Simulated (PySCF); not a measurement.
**GaN: energy against distance**

Set-up: PySCF, scalar-relativistic core potentials, basis sets Ga cc-pVDZ-PP with ECP10, N cc-pVDZ. Energies in eV from Ga + N in their ground configurations at the same level. All curves are PBE0. state 1: ³Σ⁻ (triplet), unpaired electrons π ↑↑; state 2: ³Π (triplet), unpaired electrons σ ↑, π ↑, a second solution, started from another occupation; state 3: Ms = 0 determinant of mixed spin (⟨S²⟩ near 1.0), unpaired electrons σ ↓, π ↑, a second solution, started from another occupation; state 4: Ms = 0 determinant of mixed spin (⟨S²⟩ near 1.0), unpaired electrons π ↑↓, a mixture of terms (⟨Lz²⟩ = 2.0), a second solution, started from another occupation.

```
R (Å)  state 1  state 2  state 3  state 4
1.742   -1.380   -1.771   -1.421   -0.848
1.823   -1.746   -1.902   -1.521   -1.212
1.904   -1.945   -1.909   -1.497   -1.409
1.965   -2.014   -1.859   -1.424   -1.475
2.026   -2.032   -1.776   -1.320   -1.490
2.087   -2.010   -1.669   -1.193   -1.465
2.168   -1.937   -1.505   -1.001   -1.385
2.269   -1.796   -1.285   -0.741   -1.233
2.391   -1.588   -1.030   -0.420   -1.007
2.553   -1.290   -0.743   -0.020   -0.671
```

Q: Put a parabola through the three lowest points of the state 1 curve and estimate Re, k and ωe (reduced mass 11.64 u; 1 eV/Å² = 0.16022 mdyn/Å; ωe = 1302.8·√(k/μ) cm⁻¹).

A: Through R = 1.965, 2.026, 2.087 Å the second-order coefficient is 5.37 eV/Å², so Re ≈ 2.023 Å, k ≈ 1.72 mdyn/Å and ωe ≈ 501 cm⁻¹. A polynomial fit of higher order to the unrounded PBE0 energies gives Re = 2.021 Å, k = 1.74 mdyn/Å, ωe = 504 cm⁻¹; anharmonicity and rounding make the difference.

The higher-order fit for each curve: state 1: Re = 2.021 Å, ωe = 504 cm⁻¹, De = 2.03 eV; state 2: Re = 1.868 Å, ωe = 588 cm⁻¹, minimum 1.92 eV below the ground-state fragments; state 3: Re = 1.844 Å, ωe = 623 cm⁻¹, minimum 1.52 eV below the ground-state fragments; state 4: Re = 2.015 Å, ωe = 514 cm⁻¹, minimum 1.49 eV below the ground-state fragments.

⟨S²⟩ of the unrestricted solution departs from its pure value on part of the curve, where spin states mix. Spin–orbit coupling is left out. The state is the lowest determinant that a PBE0 search found; another state may lie lower at other levels.
